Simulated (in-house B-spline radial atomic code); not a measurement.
Configurations of the vanadium ion V⁶⁺, with energies counted from [Ne] 3s2 3p5. Computed with an all-electron radial atomic-structure program (B-spline basis): scalar-relativistic (X2C) TPSSh, spin-polarised, spherical fractional occupations, exact exchange averaged over the configuration, Fermi nucleus of rms radius 3.6002 fm. Shells without spins written out take the highest spin.

Occupations are held fixed; configurations that lie above the ionisation limit could autoionise.

```json
{"configuration": "[Ne] 3s2 3p4 4p1", "E - E(ref) (eV)": "84.717", "highest orbital": "4p up", "its <r> (bohr)": "2.086"}
{"configuration": "[Ne] 3s2 3p4 4d1", "E - E(ref) (eV)": "97.619", "highest orbital": "4d up", "its <r> (bohr)": "2.318"}
{"configuration": "[Ne] 3s1 3p5 4s1", "E - E(ref) (eV)": "104.39", "highest orbital": "4s up", "its <r> (bohr)": "1.953"}
{"configuration": "[Ne] 3s1 3p5 4p1", "E - E(ref) (eV)": "113.23", "highest orbital": "4p up", "its <r> (bohr)": "2.084"}
```

(1) Order these further configurations by energy, lowest first.
A. [Ne] 3s2 3p4 4f1
B. [Ne] 3s2 3p4 4s1
C. [Ne] 3s1 3p5 4f1
D. [He] 2s2 2p5 3s2 3p6
E. [Ne] 3s1 3p6

Answers

(1) E (28.682 eV), B (75.898 eV), A (106.87 eV), C (135.4 eV), D (489.19 eV).
